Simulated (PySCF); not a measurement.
F₂H₃MoNO₂, SMILES [F][Mo]([OH])(=[NH])([F])[OH], multiplicity 1. The structure is a stationary point at B3LYP-D3(BJ)/def2-SVP. The multiplicity is an assumed one; no other spin state was optimised. The structure was generated by enumeration; whether it is a known compound was not checked. The def2 effective core potentials stand for the cores of Mo; spin–orbit coupling is left out. One conformer was computed; it need not be the lowest.

Method: B3LYP-D3(BJ)/def2-SVP in PySCF.

Harmonic wavenumbers (cm⁻¹): 101, 140, 219, 251, 266, 272, 302, 356, 389, 499, 558, 578, 629, 646, 703, 734, 758, 1065, 3612, 3818, 3840. Rotational constants (GHz): 2.856, 2.547, 2.088; symmetry number 1.

### Question
Work out the zero-point energy and the ideal-gas rigid-rotor harmonic-oscillator thermochemistry at 298.15 K and 1 atm.

### Answer
ZPE = ½ Σ hcν = ½ × 19736 cm⁻¹ = 28.21 kcal/mol. H − E(el) = 34.11 kcal/mol. Entropy in cal/(mol K): translation 41.52, rotation 27.45, vibration 20.03, total 89.00. G − E(el) = 7.57 kcal/mol. Cp = 31.55 cal/(mol K). Modes under 150 cm⁻¹ make the vibrational entropy uncertain.
